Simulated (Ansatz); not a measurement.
```yaml
crystal:
  periodic: [false, false, false]
  atoms:
    - {symbol: C, position_ang: [-1.595526, 0.498433, 0.459783]}
    - {symbol: C, position_ang: [-0.137825, -0.343513, 0.295858]}
    - {symbol: O, position_ang: [-0.029684, -1.628404, 1.218111]}
    - {symbol: Si, position_ang: [0.587103, -0.691370, -1.695082]}
    - {symbol: Si, position_ang: [1.671983, 0.815337, 0.022999]}
    - {symbol: H, position_ang: [-1.659041, 1.442484, -0.318758]}
    - {symbol: H, position_ang: [-2.547584, -0.240683, 0.237029]}
    - {symbol: H, position_ang: [-1.718979, 0.954001, 1.593451]}
    - {symbol: H, position_ang: [0.084588, -1.301681, 2.239513]}
    - {symbol: H, position_ang: [1.203875, -2.200511, -1.998137]}
    - {symbol: H, position_ang: [-0.354499, -0.087660, -2.924056]}
    - {symbol: H, position_ang: [2.987218, 0.272158, 0.879526]}
    - {symbol: H, position_ang: [1.531327, 2.472432, 0.006335]}
basis:
  gaussian: {orbitals: "6-311G**"}
hamiltonian: {xc: {name: HF}}
correlation: {method: ccsd}
```

```sh
$ ansatz run in.yaml --threads 4 --pin off --events-out ev --progress --plain --max-ram 10444MiB
```

How does Ansatz answer? (Best estimate.)

Ansatz gave: The program refused the input.
```
Error: <dir> can't be read: No such file or directory (os error 2)
```
